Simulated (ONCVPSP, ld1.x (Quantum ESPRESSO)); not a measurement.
**Potentials for Si compared**

Generated with ld1.x 7.5 (TM, RRKJ, ultrasoft, PAW), atompaw 4.2 or ONCVPSP 4.0.1. The cutoff is in Ry: for ld1.x and atompaw files where the sum of valence levels is converged to 10 mRy in a Bessel basis, for ONCV files where the hardest occupied wave has 1 mHa per electron of residual kinetic energy. The error is the largest all-electron minus pseudo excitation energy over each file’s own four to seven test configurations (ionisations up to +4, promotions, holes and added fractions of an electron), all of which were solved. The labels leave out finer settings (local radius, basis sizes, second energies), which also bear on the numbers. Spin-polarised tests are not counted. The rows are a selection from randomly drawn settings: files with unsolved tests, undetermined cutoffs or missed reference levels are left out.

```tsv
potential	cutoff (Ry)	largest error (meV)	bound ghosts
TM, PBE, scalar-relativistic, rc 1.65/2.10/2.25 (spd), local d, core correction no, reference 3s2 3p2	15	+95	none
ONCV, PBEsol, scalar-relativistic, rc 1.85/1.75 (sp), local smoothed, core correction yes, reference 3s2 3p2, qcut 2.8/4.5, projectors 2/2	68	-47	none
TM, LDA (PZ), non-relativistic, rc 1.45/1.50 (sp), local smoothed, core correction yes, reference 3s2 3p2	35	+77	none
ONCV, PBE, scalar-relativistic, rc 1.65/1.65/1.80 (spd), local p, core correction yes, reference 3s2 3p1.75, qcut 3.1/5.3/5.3, projectors 2/0/2	35	-3.6	none
ONCV, LDA (Perdew-Wang 92), scalar-relativistic, rc 1.00/1.00/1.00 (spd), local smoothed, core correction no, reference 2s2 2p6 3s2 3p2, qcut 9.8/16.2/9.2, projectors 2/2/2	184	-424	none
```

(1) Fill in the row for Si: ONCV, PBE, non-relativistic, rc 1.55/1.55 (sp), local p, core correction yes, reference 3s2 3p1.75, qcut 4.8/6, projectors 2/0.

Answers

(1) cutoff 16 Ry, largest error +4.0 meV, bound ghosts: none.
